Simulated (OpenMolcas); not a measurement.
# Ru3+: moving or changing the point charges

Ru3+ among 4 point charges of -1 e arranged as a tetrahedron (Td), 2.18 Å from the ion.

| Item | Value |
| --- | --- |
| Program | OpenMolcas |
| Method | CASSCF |
| Basis | ANO-RCC-VTZP [7s6p4d2f1g] |
| Scalar Hamiltonian | DKH2, point nucleus |
| Active space | 5 electrons in 5 orbitals (4d) |
| State averaging | 2S+1 = 6 even, 1 root; 2S+1 = 4 even, 24 roots; 2S+1 = 2 even, 75 roots |
| Spin-orbit coupling | state interaction with AMFI integrals over the reference wave functions |

Runs around this geometry, states (labels of Td). Energies in cm-1 above the lowest state or level, χT in cm3 K/mol; 10Dq and B are least-squares fits to the states below 45000 cm-1, weighted by degeneracy, with a free offset, and given where the rms deviation is under 5 % of |10Dq| (or 100 cm-1) and under 700 cm-1; 10Dq is negative for this site.

```csv
R (Å),q (e),Ground state,10Dq,B (rms of fit),First gap with spin-orbit (degeneracies),χT at 300 K,First state of another spin
2.18,-0.65,6A1,-923,917 (18),"27343 (6, 4)",4.375,4T1 27551
2,-1,6A1,-1894,914 (31),"26844 (6, 4)",4.375,4T1 27036
2.18,-1,6A1,-1315,916 (24),"27184 (6, 4)",4.375,4T1 27380
2.31,-1,6A1,-1031,917 (20),"27308 (6, 4)",4.375,4T1 27512
```

Taking |10Dq| as R^-n, n = -ln(1031 / 1894) / ln(2.31 / 2) = 4.2 between the shortest and longest distance. The point-charge formula for a cubic d site gives n = 5.

Scaling the charges by -0.65 / -1 = 0.65 scales |10Dq| by 923 / 1315 = 0.70; with fixed orbitals a first-order splitting would follow the charge.

Without dynamic correlation the repulsion within the d shell is too large (B by tens of per cent), so at a given field states of lower spin stand too high. Point charges give a weaker field than real ligands, and real ions of this kind are as a rule low spin; the high spin found here belongs to the model. Point charges carry no covalency, so the field is a model and not that of real ligands. A group larger than the point group allows holds several states that coincide in this model. No measured value stands beside these numbers.
